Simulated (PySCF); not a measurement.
C4H4N, doublet, at a GFN2-xTB geometry. Base run: B3LYP/def2-SVP in PySCF.

The PySCF input:
```python
from pyscf import gto, scf, dft

mol = gto.Mole()
mol.atom = '''
    H    -0.02216819    0.02578181    2.07218703
    N    -0.01100368    0.03722541    1.06501021
    C     0.01577759    1.15962534    0.28207507
    C    -0.02026850   -1.06664492    0.26860244
    C     0.02280243    0.72853871   -1.00533804
    C     0.00054728   -0.66735377   -1.04553609
    H     0.02721740    2.14433730    0.70122733
    H    -0.04086179   -2.05616890    0.68202308
    H    -0.00031443   -1.29952021   -1.90932923
'''
mol.basis = 'def2-svp'
mol.spin = 1
mol.verbose = 5
mol.build()

mf = dft.UKS(mol)
mf.xc = 'b3lyp'
mf.kernel()
```

Each row names what was changed in the base input (with any setting that the change needs).

| change | ΔE vs base (mEh) | fitting functions | dipole (D) |
|---|---|---|---|
| base | 0.000 | - | 2.61 |
| auxbasis = autoaux | 0.023 | 655 | 2.61 |
| exchange = seminumerical (SGX) (with mf = sgx.sgx_fit(mf, auxbasis='def2-universal-jfit'); with mf.with_df.dfj = True) | -0.206 | 289 | 2.61 |
| only_dfj = on; auxbasis = def2-universal-jfit | -0.209 | 289 | 2.61 |
| auxbasis = even-tempered beta=1.6 | 0.005 | 1042 | 2.61 |
| auxbasis = cc-pvtz-jkfit | -0.055 | 515 | 2.61 |
| auxbasis = default (with mf = mf.density_fit()) | -0.023 | 449 | 2.61 |
| auxbasis = def2-svp-ri | -7.955 | 296 | 2.61 |
| auxbasis = cc-pvdz-jkfit | -0.036 | 442 | 2.61 |
| auxbasis = cc-pvqz-jkfit | -0.038 | 734 | 2.61 |

A fitting set is made for a task (jfit for Coulomb, jkfit for Coulomb and exchange, ri for correlation) and for a family of orbital bases.

Open shells are given as the SCF converged; they aren't shown to be the lowest states, and a large step between rows can be another state.
